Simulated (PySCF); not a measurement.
# Simulated characterisation data

- geometry: GFN2-xTB
- σ from GIAO-PBE0/pcSseg-1
- code: PySCF
- equivalent nuclei averaged, no solvent, single conformer, non-relativistic Hamiltonian

Chemical shifts δ = σref − σ; 1H (31.72 ppm), 13C (186.93 ppm) vs TMS, all at this level. Splittings of carbon signals by F and P are missing where no couplings were computed. Where no couplings were computed, multiplicities follow the n + 1 count of equivalent neighbours, and m marks all less simple cases (inequivalent or close neighbours, rings, F or P nearby). Shifts are as computed. Against solution values, carbons near 30 ppm lie about +3 ppm off and those near 130 ppm about +5 ppm. Of 1211 compounds with measured shifts, 218 miss one by over three times the rms of a fit or turn the order of signals round; such compounds aren't used in these exercises. OH and NH positions are gas-phase values without hydrogen bonding to other molecules.

**1.** SMILES CC1=C(F)[C@@]1(C)F, C$_{5}$H$_{6}$F$_{2}$. 1H NMR (600 MHz, computed): δ 2.09 (s, 3H), 1.70 (m, 3H). 13C{1H} NMR (computed): δ 161.0 (C), 106.7 (C), 83.7 (C), 21.7 (CH3), 7.9 (CH3).

**2.** `C=C[C@@H](N)C(F)F`, C$_{4}$H$_{7}$F$_{2}$N. 1H NMR (600 MHz, computed): δ 5.83 (m, 1H), 5.74 (m, 1H), 5.66 (m, 1H), 5.41 (m, 1H), 3.29 (m, 1H), 0.84 (br s, 2H). 13C{1H} NMR (computed): δ 142.6 (CH), 128.9 (CH2), 125.9 (CH), 65.1 (CH).
